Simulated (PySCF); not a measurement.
Si(H)(Me)(Et)(NH2), SMILES C([SiH](N)C)C (C3H11NSi) (GFN2-xTB optimised geometry):

```
16

Si     0.078    -0.302     0.000
C     -0.731     1.427     0.000
N      1.807    -0.302     0.000
C     -0.438    -1.262    -1.560
C     -1.942    -1.484    -1.654
H     -0.303    -1.013     1.229
H     -0.530     1.969    -0.921
H     -0.355     2.031     0.821
H     -1.809     1.365     0.113
H      2.303    -0.211    -0.872
H      2.292     0.207     0.721
H      0.064    -2.230    -1.567
H     -0.104    -0.737    -2.457
H     -2.303    -2.031    -0.786
H     -2.199    -2.056    -2.546
H     -2.470    -0.534    -1.699
```

Calculation: PBE0/def2-TZVP (PySCF).

Problem. What are the frontier orbital energies and the dipole moment?

Solution. HOMO-2 -8.98 eV, HOMO-1 -8.07 eV, HOMO -7.05 eV, LUMO 0.93 eV, LUMO+1 1.19 eV; dipole moment 1.25 D.

On the same geometry PBE/def2-TZVP (PySCF) gives HOMO-2 -7.58 eV, HOMO-1 -6.77 eV, HOMO -5.64 eV, LUMO 0.10 eV, LUMO+1 0.40 eV; dipole moment 1.24 D.

Meta-Löwdin charges at PBE0/def2-TZVP: Si1 0.89, C2 -0.63, N3 -0.75, C4 -0.45, C5 -0.34, H6 -0.13, H7 0.13, H8 0.13, H9 0.13, H10 0.23, H11 0.23, H12 0.12, H13 0.11, H14 0.11, H15 0.11, H16 0.11.
